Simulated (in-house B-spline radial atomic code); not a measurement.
**KLI/ALDAx excitations of Cu+**

Method: KLI/ALDAx. Computed with an all-electron radial atomic-structure program (B-spline basis): linear response of the closed shell [Ar] 3d10 with the adiabatic LDA exchange kernel on the exchange-only KLI potential; non-relativistic, point nucleus, no spin-orbit coupling, no double excitations, S, P, D and F terms only. Only terms of natural parity with L up to 3 were computed.

Without relativity these are model numbers for so heavy an element.

Command:
```bash
python run_td.py task.json out
```
Settings (radii: box in bohr, nucleus in fm):
```
Z                        29
electrons                28
configuration            [Ar] 3d10
hamiltonian              nr
method                   kli
box_radius               41.61
intervals                80
```

Run time, properties included: 1.1 s on 1 thread of Intel(R) Xeon(R) Platinum 8488C (Sapphire Rapids), on a shared host.

The lowest states, in the order of their Tamm-Dancoff energies; the method's threshold (minus the highest occupied level) is 22.014 eV. Labels give the largest channel, * marks a mixed state, and oscillator strengths are full-response dipole values. Semilocal kernels can invert the small singlet-triplet splittings of Rydberg terms. Energies in eV:

```tsv
state	full response	Tamm-Dancoff	oscillator strength
3d → 4s 3D	3.840	3.885	-
3d → 4s 1D	?	?	-
3d → 4p 3P	9.499	9.544	-
3d → 4p 3F	9.744	9.762	-
3d → 4p 1F	10.056	10.059	-
3d → 4p 1P	10.666	10.744	0.402
3d → 5s 3D	14.989	14.993	-
3d → 5s 1D	15.088	15.091	-
3d → 4d 3S	?	?	-
3d → 4d 3D	15.961	15.965	-
```

(1) Where does 3d → 4s 1D lie?

(2) Where does 3d → 4d 3S lie?

(3) How large is the singlet-triplet splitting of 3d → 4s (D terms) in Tamm-Dancoff?

(4) What polarisabilities and dispersion coefficient does the method give?

## Answers

(1) At 4.499 eV in full response, 4.516 eV in Tamm-Dancoff.

(2) At 15.580 eV in full response, 15.608 eV in Tamm-Dancoff.

(3) 0.631 eV, from the unrounded values.

(4) Dipole 5.452 bohr³, quadrupole 29.27 bohr⁵, C6 17.54 hartree·bohr⁶ for two such species.
